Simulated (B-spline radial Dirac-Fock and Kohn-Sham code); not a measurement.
## How core holes in Zn⁵⁺ decay

System: zinc as Zn⁵⁺, [Ar] 3d7.

Input of the calculation (task.json; shells as n, l, electrons):

```json
{"items": [{
  "Z": 30,
  "q": 5,
  "cfg": [[1, 0, 2], [2, 0, 2], [2, 1, 6], [3, 0, 2], [3, 1, 6], [3, 2, 7]],
  "A": 64,
  "rrms": 3.9283,
  "do": ["binding", "quiet", "decay"],
  "holes": ["K", "L1", "L2", "L3", "M1", "M2", "M3"]
}]}
```

Command: `python xray_run.py task.json out`

The computed values come from a radial B-spline solver: a relativistic independent-particle model: LDA orbitals of the hole state, radiative multipoles to third order, Auger rates from the Coulomb interaction with a continuum orbital, Dirac-Fock energies.

Partial widths are in eV. Coster-Kronig decay leaves a hole in the same principal shell; its rates are the weakest part of the model, often 1.5 to 2.5 times too large and more for N holes. Holes without an open Auger channel, or with an unreliable SCF state, are not listed.

```tsv
hole	radiative	Auger	Coster-Kronig	total	fluorescence yield	lifetime (fs)
K (1s)	0.776	0.836	0	1.61	0.481	0.408
L1 (2s)	0.00653	0.445	3.76	4.21	0.00155	0.156
L2 (2p1/2)	0.00691	0.629	0	0.636	0.0109	1.03
L3 (2p3/2)	0.00682	0.650	0	0.657	?	?
```

Q: What are the fluorescence yield and the lifetime of the L3 (2p3/2) hole?

A: The yield is the radiative width over the total, 0.0104, and the lifetime is ħ/Γ = 1.00 fs.
